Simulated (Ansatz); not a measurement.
SeBr₂. The state is a singlet with charge 0. Geometry PBE-D4/def2-TZVP.

```xyz
3

Se    0.1597   -0.5907   -0.7403
Br    1.1250    1.4936   -0.3260
Br   -1.2847   -0.9029    1.0663
```

(1) Estimate the orbital energies around the gap (eV) in Ansatz with PBE-D4/def2-TZVP, r2SCAN-D4/def2-TZVP, B97M-V/def2-TZVP, r2SCANh-D4/def2-TZVP, r2SCAN0-D4/def2-TZVP.

## Answers

(1) 
```
orbital  PBE-D4/def2-TZVP  r2SCAN-D4/def2-TZVP  B97M-V/def2-TZVP  r2SCANh-D4/def2-TZVP  r2SCAN0-D4/def2-TZVP
 HOMO−9            -20.92               -21.79            -21.84                -22.63                -23.88
 HOMO−8            -19.72               -20.53            -20.62                -21.33                -22.54
 HOMO−7            -16.68               -17.30            -17.27                -17.99                -19.02
 HOMO−6            -10.71               -11.15            -11.06                -11.58                -12.23
 HOMO−5             -9.77               -10.16            -10.08                -10.60                -11.27
 HOMO−4             -8.70                -9.12             -9.15                 -9.65                -10.45
 HOMO−3             -7.86                -8.20             -8.22                 -8.64                 -9.30
 HOMO−2             -7.66                -8.02             -8.08                 -8.52                 -9.26
 HOMO−1             -7.55                -7.90             -7.94                 -8.35                 -9.04
   HOMO             -5.73                -6.01             -6.12                 -6.45                 -7.12
   LUMO             -4.01                -3.97             -3.78                 -3.66                 -3.19
 LUMO+1             -3.46                -3.40             -3.17                 -3.08                 -2.60
 LUMO+2              3.22                 3.89              3.56                  4.14                  4.50
 LUMO+3              3.37                 3.98              3.87                  4.26                  4.67
 LUMO+4              4.05                 4.60              4.41                  4.90                  5.33
 LUMO+5              4.13                 4.63              4.55                  4.91                  5.34
```
